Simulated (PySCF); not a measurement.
C₆H₉FO₂S.
Cartesian coordinates in Å at the CAM-B3LYP/def2-SV(P) level; atoms count from 1:
```
atom  x, y, z in Å
C1     3.3948    0.3316    0.0565
C2     1.9486    0.2084    0.4763
O3     1.1413    0.2727   -0.6951
C4    -0.1933    0.2301   -0.5047
C5    -0.9100   -0.8680   -0.7612
F6    -0.3007   -2.0085   -1.1126
C7    -2.4026   -1.0212   -0.6981
O8    -3.0851    0.1535   -0.3529
C9    -2.4841    0.8881    0.6614
S10   -0.9634    1.7221    0.0892
H11    4.0535    0.3017    0.9399
H12    3.5604    1.2836   -0.4737
H13    3.6736   -0.4928   -0.6196
H14    1.7630   -0.7538    0.9885
H15    1.6613    1.0218    1.1671
H16   -2.7807   -1.3256   -1.6883
H17   -2.6381   -1.8458    0.0083
H18   -3.1844    1.6759    0.9714
H19   -2.2298    0.2516    1.5297
```

Method: PySCF, CAM-B3LYP/def2-SV(P) geometry optimisation, gas phase.

Take the most abundant isotopes and a rigid rotor. The values belong to one conformer with, in the numbering `[CH3:1][CH2:2][O:3][C:4]1=[C:5]([F:6])[CH2:7][O:8][CH2:9][S:10]1`, C1–C2–O3–C4 -178°, C2–O3–C4–C5 -104°, C4–C5–C7–O8 1°, C5–C7–O8–C9 -42°, C7–O8–C9–S10 73°, O8–C9–S10–C4 -55°.

Task: What are A, B and C (GHz)?

Result: Ia = 271.98, Ib = 615.64, Ic = 836.90 u·Å²; 505379 MHz·u·Å²/I gives 1858, 820.9 and 603.9 MHz, that is A = 1.8582, B = 0.8209, C = 0.6039 GHz.

Task: What kind of rotor is it?

Result: An asymmetric top: κ = (2 × 820.9 − 1858 − 603.9)/(1858 − 603.9) = -0.65.

Task: What does the inertial defect say?

Result: Not planar: Δ = Ic − Ia − Ib = -50.72 u·Å². For a rigid frame Δ = −2 Σ m c², so Σ m c² = 25.36 u·Å² lies off the ab plane: 9.13 from hydrogen and 16.23 from heavier atoms. The atom farthest from that plane is 1.65 Å away.

Task: List the rotational levels J(Ka,Kc) to J = 2 (MHz).

Result: Above 0(0,0):
J = 1: 1(0,1) 1425, 1(1,1) 2462, 1(1,0) 2679
J = 2: 2(0,2) 4244, 2(1,2) 5095, 2(1,1) 5746, 2(2,1) 8857, 2(2,0) 8888
Those of J = 1 are B + C, A + C and A + B.

Task: Which types of transition are allowed, and where do some lines up to J = 4 fall?

Result: The dipole components are |μa| = 0.04 D, |μb| = 0.47 D, |μc| = 2.29 D. Intensities carry the squares of the components, which stand as 0.00 : 0.04 : 1.00 (a : b : c). Some lines, for components of 0.1 D or more:

| type | branch | J(Ka,Kc) | MHz | lower level (cm⁻¹) |
| --- | --- | --- | --- | --- |
| c | Q | 4(1,4) ← 4(0,4) | 414 | 0.461 |
| c | Q | 3(1,3) ← 3(0,3) | 626 | 0.280 |
| c | Q | 2(1,2) ← 2(0,2) | 851 | 0.142 |
| b | Q | 1(1,0) ← 1(0,1) | 1254 | 0.048 |
| b | R | 3(1,2) ← 2(2,1) | 1467 | 0.295 |
| b | Q | 2(1,1) ← 2(0,2) | 1502 | 0.142 |
| c | Q | 4(2,3) ← 4(1,3) | 2419 | 0.547 |
| b | R | 4(1,3) ← 3(2,2) | 3256 | 0.438 |
| b | R | 2(1,2) ← 1(0,1) | 3670 | 0.048 |
| b | R | 4(0,4) ← 3(1,3) | 4798 | 0.301 |
| c | R | 3(1,2) ← 2(0,2) | 6081 | 0.142 |
| b | Q | 4(4,1) ← 4(3,2) | 7973 | 0.822 |
| c | R | 4(1,3) ← 3(0,3) | 7989 | 0.280 |
| b | R | 3(2,1) ← 2(1,2) | 8187 | 0.170 |
| c | R | 4(2,2) ← 3(1,2) | 8907 | 0.344 |
| b | R | 3(3,1) ← 2(2,0) | 9991 | 0.296 |
| c | R | 3(3,0) ← 2(2,0) | 9993 | 0.296 |
| b | R | 4(2,2) ← 3(1,3) | 10206 | 0.301 |
| c | R | 4(3,1) ← 3(2,1) | 11370 | 0.443 |
| c | R | 4(3,2) ← 3(2,2) | 11500 | 0.438 |
| b | R | 4(4,1) ← 3(3,0) | 13723 | 0.630 |
| c | R | 4(4,1) ← 3(3,1) | 13726 | 0.630 |

Task: Estimate the classical rotational partition function at 25 K, 100 K and 500 K.

Result: Point group C1, symmetry number σ = 1; q = (√π/σ)·√((kT/h)³/(ABC)), k/h = 20836.6 MHz/K: 22000 at 25 K, 176000 at 100 K, 1960000 at 500 K.

Not checked by CAM-B3LYP/def2-SV(P) frequencies. Constants of a rigid frame at the computed geometry: no zero-point averaging, no centrifugal distortion. A rigid rotor knows nothing of internal rotation, which can split or shift real lines.

The run took 1.7 min wall, 10 min CPU on 4 threads, Intel Xeon Platinum 8488C (x86_64) (shared host), and the process peaked at 1.1 GiB of memory. That covers the optimisation of the geometry.
